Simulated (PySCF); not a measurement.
B(H)(Cl)(Me) (CH4BCl), SMILES CBCl. Coordinates come from a B3LYP-D3(BJ)/def2-TZVP optimisation.

TDDFT-CAM-B3LYP/def2-SVPD (PySCF) puts the lowest singlet excitations at 5.54, 7.43, 7.60, 7.82, 8.02, 8.84 eV.

Task: What are the lowest excitation roots from ADC(2)/aug-cc-pVDZ (PySCF)? (An estimate is asked for; the answer gives what the named calculation found.)

Result: 5.76, 7.56, 7.85, 7.89, 8.19, 8.56 eV. S1 differs by 0.22 eV (second minus first; roots are paired by order, and the bases may differ).
